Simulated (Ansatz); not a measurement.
Start from `NB([SiH3])CF` and change one atom or group to get `COB(N)[SiH3]`.

Ansatz, PBE0-D4/def2-TZVP geometries, multiplicity 1. Each molecule was computed in one conformer, which needn't be the lowest.

```csv
property,`NB([SiH3])CF`
HOMO–LUMO gap (PBE/def2-TZVPP) / eV,5.32
size of the dipole moment (PBE/def2-TZVPP) / D,1.26
HOMO energy (PBE/def2-TZVPP) / eV,-6.68
LUMO energy (ωB97M-V/def2-TZVPP) / eV,1.52
LUMO energy (PBE/def2-TZVPP) / eV,-1.35
size of the dipole moment (B3LYP/def2-TZVPP) / D,1.20
```

(1) Give the same properties after the change, and the shifts. (An estimate is asked.)

Answers

(1) The calculation gave: 
```
                                        property  `COB(N)[SiH3]`  shift
             HOMO–LUMO gap (PBE/def2-TZVPP) / eV            5.54   0.22
  size of the dipole moment (PBE/def2-TZVPP) / D            1.13  -0.13
               HOMO energy (PBE/def2-TZVPP) / eV           -6.25   0.43
           LUMO energy (ωB97M-V/def2-TZVPP) / eV            2.05   0.53
               LUMO energy (PBE/def2-TZVPP) / eV           -0.70   0.65
size of the dipole moment (B3LYP/def2-TZVPP) / D            0.98  -0.22
```

With PBE0 the HOMO rises by 0.34 eV and the LUMO rises by 0.61 eV, so the gap widens by about 0.27 eV. PBE moves the HOMO by 0.43 eV and ωB97M-V by 0.17 eV. Dipoles are sizes alone; their direction can turn.

B3LYP here is the variant with VWN-RPA as its local correlation; programs differ in this.
